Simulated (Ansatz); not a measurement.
Isolated molecules relaxed with PBE0-D4/def2-TZVP in Ansatz; ΔE leaves out vibrations. CCSD(T)/CBS adds triple-zeta CCSD(T) − MP2 to the extrapolated MP2 energy (def2 sets, frozen cores). DFT in def2-TZVPP. B3LYP here is the variant with VWN-RPA as its local correlation; programs differ in this. For Ge outer-core shells are correlated without core-valence functions, which leaves a few kJ/mol of doubt a bond. Scalar relativity is left out up to krypton. Each species was taken in one conformer, which may not be the lowest.

`O[SiH](O)[Si](F)(Cl)Cl` + `[NH2][GeH2][OH]` → `[OH][GeH2][NH][SiH](O)O` + `F[SiH](Cl)Cl`  (cleavage of the Si–Si bond)

Problem. Is it downhill or uphill in electronic energy at CCSD(T)/CBS, and by how much? (An estimate is asked.)

Solution. The calculation gave: Downhill: ΔE = -122.1 kJ/mol.

Problem. What do these levels give: r2SCAN-D4, B3LYP-D4, ωB97M-V, B2PLYP, PBE, r2SCAN, MP2/def2-TZVPP, CCSD/def2-TZVPP, CCSD(T)/def2-TZVPP, HF/CBS(def2), MP2/CBS(def2), CCSD/CBS(def2)? (Best estimate.)

Solution. Ansatz gave: r2SCAN-D4 -116.2, B3LYP-D4 -112.2, ωB97M-V -125.2, B2PLYP -120.7, PBE -97.1, r2SCAN -116.3, MP2/def2-TZVPP -132.3, CCSD/def2-TZVPP -126.3, CCSD(T)/def2-TZVPP -126.4, HF/CBS(def2) -126.3, MP2/CBS(def2) -128.0, CCSD/CBS(def2) -122.0 kJ/mol.

Largest T1 diagnostic among the species: 0.012.

From PBE to PBE0 (25 % exact exchange), in def2-TZVPP and without D4, ΔE moves by −8.9 kJ/mol.
